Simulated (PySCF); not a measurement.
Computed IR spectrum (relative IR intensity) of a molecule C₂H₆N, multiplicity 2. Geometry optimised at PBE-D3(BJ)/def2-TZVP. One conformer was computed; it need not be the lowest. Computed with PBE-D3(BJ)/def2-TZVP run with PySCF. Frequencies are harmonic and unscaled.

| ν (cm⁻¹) | relative intensity |
|---|---|
| 275 | 29 |
| 408 | 5.2 |
| 505 | 41 |
| 797 | 100 |
| 816 | 11 |
| 935 | 8.6 |
| 1049 | 3.2 |
| 1088 | 6.5 |
| 1271 | 3.3 |
| 1347 | 4.5 |
| 1401 | 3.6 |
| 1422 | 5.8 |
| 1601 | 22 |
| 2845 | 64 |
| 2851 | 23 |
| 3083 | 8.1 |
| 3191 | 6.2 |

Q: Identify the compound among the candidates.
A. [CH2]CN
B. [CH2]NC
C. CC[NH]
D. C[N]C

A: A, [CH2]CN
